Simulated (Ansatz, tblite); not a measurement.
Forces on WN(NH2)3 (WN4H6) at its r2SCAN-D4/def2-SVP geometry. The state is a singlet with charge 0.

In the def2 sets W takes a core potential; there is no spin–orbit coupling. The xTB rows come from tblite. The restricted singlet is unstable towards broken spin symmetry in Hartree–Fock (as tested in another run); at PBE-D4/def2-TZVP this wasn't settled.

GFN1-xTB (tblite), largest force 7.93 eV/Å:

```xyz
11
positions Å, forces eV/Å
N    -1.610   -0.402   -1.089   -5.882   -1.467   -3.978
N     0.664    1.348   -1.188   -0.403   -0.603    0.423
N     0.711   -1.776   -0.106   -0.423    0.724   -0.037
N    -0.987    0.524    1.556    0.298   -0.253   -0.743
W    -0.252   -0.063   -0.170    6.437    1.606    4.353
H     0.340    1.744   -2.067    0.229   -0.009    0.247
H     1.537    1.791   -0.909   -0.270   -0.071   -0.178
H     1.593   -1.927    0.380   -0.270   -0.061   -0.181
H     0.406   -2.639   -0.548    0.227    0.166    0.186
H    -1.975    0.588    1.784    0.322    0.037    0.093
H    -0.427    0.811    2.357   -0.265   -0.069   -0.186
```

GFN2-xTB (tblite), largest force 5.08 eV/Å:

```
N -3.843 -0.959 -2.598
N -0.261 -0.207 0.020
N -0.267 0.168 -0.110
N -0.063 -0.108 -0.310
W 4.124 1.029 2.789
H 0.032 0.199 -0.243
H 0.200 0.145 0.004
H 0.204 -0.106 0.091
H 0.040 -0.306 -0.068
H -0.235 0.066 0.201
H 0.067 0.079 0.225
```

PBE-D4/def2-TZVP (Ansatz), largest force 0.65 eV/Å:

```
N -0.524 -0.131 -0.354
N 0.121 0.164 -0.103
N 0.126 -0.189 0.019
N -0.066 0.071 0.207
W 0.397 0.099 0.268
H -0.037 -0.050 0.032
H -0.013 -0.034 0.033
H -0.014 0.047 0.006
H -0.039 0.059 -0.006
H 0.020 -0.022 -0.064
H 0.030 -0.013 -0.037
```
